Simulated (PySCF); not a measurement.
**Electron correlation in Cl⁺ (chlorine, charge +1)**

[Ne] 3s2 3p4, high-spin 3P determinant. All numbers are calculated (PySCF 2.14, scalar relativity by spin-free X2C-1e, in cc-pVDZ-DK (4s3p1d, 18 functions)). Frozen: [Ne]; 6 electrons correlated.

MP2 pair energies summed by pair of shells (mhartree):

```json
{"pair": "3p-3p", "energy": "-42.44", "share (%)": "48.6"}
{"pair": "3s-3p", "energy": "-37.84", "share (%)": "43.3"}
{"pair": "3s-3s", "energy": "-7.11", "share (%)": "8.1"}
```

Total MP2 correlation energy: -87.40 mhartree.

Same-spin part -21.48 and opposite-spin part -65.92 mhartree; SCS-MP2 scales them by 1/3 and 6/5 to -86.26 mhartree.

| level | correlation energy (mhartree) |
| --- | --- |
| CCSD | -106.44 |
| (T) | -1.07 |
| CCSD(T) | -107.51 |

Diagnostics: T1 = 0.0061, D1 = 0.0207, largest double amplitude 0.052.

Q: Is a single reference adequate?

A: Yes: T1 lies below 0.03 and no double amplitude reaches 0.07.
